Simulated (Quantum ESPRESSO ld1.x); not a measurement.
Q: All-electron atom: Tl2+ in [Xe] 4f13 5d10 6s2 (not the ground configuration). Method: scalar-relativistic Kohn-Sham, PBE, spin-unpolarised, spherical densities, point nucleus; computed with ld1.x of Quantum ESPRESSO 7.5. Some entries of the table are withheld. Estimate them.

orbital  occ.  eigenvalue (hartree)  <r^2> (bohr^2)
1s          2              -3148.50       0.0003686
2s          2                   (1)        0.005602
2p          6              -483.212        0.004756
3s          2              -135.205         0.03606
3p          6              -112.616         0.03727
3d         10              -89.2386         0.03088
4s          2              -31.2031          0.1722
4p          6              -23.7759             (2)
4d         10              -15.0865          0.2205
5s          2              -5.79089          0.8391
4f         13              -5.48336          0.2527
5p          6              -3.71880           1.101
5d         10                   (3)           1.959
6s          2              -0.99598           5.430

A: 
(1) 2s eigenvalue (hartree): -561.719
(2) 4p <r^2> (bohr^2): 0.1967
(3) 5d eigenvalue (hartree): -1.39165
